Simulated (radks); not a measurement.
Q: Species: Pt. Configuration: [Xe] 4f14 5d9 6s1. All-electron calculation, scalar-relativistic Kohn-Sham, PBE, spin-polarised, spherical densities, finite nucleus; open shells are filled with parallel spins first (spin-orbit coupling, left out, can overturn this in heavy ions); Fermi nuclear charge, rms radius 5.427 fm. Program: a radial shooting solver on a logarithmic mesh with Libxc functionals. Some entries of the table are withheld. Estimate them.

orbital  occ.  eigenvalue (hartree)  <1/r> (bohr^-1)  <r> (bohr)
1s up       1             -2881.021            93.91     0.01715
1s down     1             -2881.020            93.91     0.01715
2s up       1             -506.1542            22.01     0.07236
2s down     1             -506.1518            22.01     0.07236
2p up       3             -438.7961            19.66     0.06523
2p down     3             -438.7942            19.66     0.06523
3s up       1             -118.8925            8.160      0.1871
3s down     1             -118.8914            8.160      0.1871
3p up       3             -99.26581            7.465      0.1882
3p down     3             -99.26463            7.465      0.1882
3d up       5             -77.94463            7.031      0.1704
3d down     5             -77.94284            7.031      0.1704
4s up       1             -25.54590            3.491      0.4151
4s down     1             -25.54336            3.491      0.4151
4p up       3             -19.10675            3.157      0.4419
4p down     3             -19.10429            3.157      0.4419
4d up       5             -11.27547            2.826      0.4682
4d down     5             -11.27259            2.826      0.4682
5s up       1              -3.74502            1.416      0.9533
5s down     1              -3.72869            1.418      0.9521
4f up       7              -2.57528            2.389      0.5164
4f down     7              -2.57114            2.390      0.5159
5p up       3                   (1)              (2)       1.106
5p down     3                   (3)              (4)       1.103
5d up       5              -0.23927              (5)       1.703
6s up       1              -0.22351           0.4377       2.903
5d down     4              -0.20661              (6)       1.695
6s down     0              -0.18634           0.4298       2.967

A: 
(1) 5p up eigenvalue (hartree): -2.06685
(2) 5p up <1/r> (bohr^-1): 1.197
(3) 5p down eigenvalue (hartree): -2.04568
(4) 5p down <1/r> (bohr^-1): 1.201
(5) 5d up <1/r> (bohr^-1): 0.7847
(6) 5d down <1/r> (bohr^-1): 0.7903
